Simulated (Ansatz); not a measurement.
Species: CH$_{3}$Br$_{2}$Ga (charge 0, singlet). 
Geometry from a B3LYP-D3(BJ)/def2-TZVP (Ansatz, an electronic-structure program) optimisation:
```xyz
7

C     -2.4703    -0.7236    -0.1808
Ga    -0.5919    -0.1758    -0.0496
Br     1.1476    -1.6847     0.0029
Br     0.0418     2.0348     0.0886
H     -2.5398    -1.7110    -0.6328
H     -3.0244     0.0050    -0.7701
H     -2.8933    -0.7589     0.8239
```

Quantity: atomisation energy (electronic, to ground-state atoms), in kJ/mol. Valence correlation only, unless marked. UHF or UKS for open shells. Spin-orbit coupling is left out. The frozen core is the preceding noble-gas configuration, with the filled d and f shells of earlier blocks. Non-relativistic. The coupled-cluster limit lacks core correlation, which all-electron functionals hold. CBS marks a two-point X^-3 extrapolation of the correlation energy; Hartree-Fock from the larger set (for Q and 5 zeta extrapolated as (X+1)exp(-9√X)).

| level | program | atomisation energy (kJ/mol) |
|---|---|---|
| BLYP-D4/def2-TZVPD | Ansatz + dftd4 | [?] |
| PBE0/6-31G* | Ansatz | 2189.6 |
| LC-wPBE-D4/def2-TZVPD | Ansatz + dftd4 | [?] |
| SCS-MP2/6-31G* | Ansatz | 2012.1 |
| CCSD(T)/CBS(cc-pVQZ,cc-pV5Z) | Ansatz | 2215.5 |

### Question
Complete the blanks.

### Answer

- BLYP-D4/def2-TZVPD, atomisation energy (kJ/mol): 2160.1
- LC-wPBE-D4/def2-TZVPD, atomisation energy (kJ/mol): 2212.5
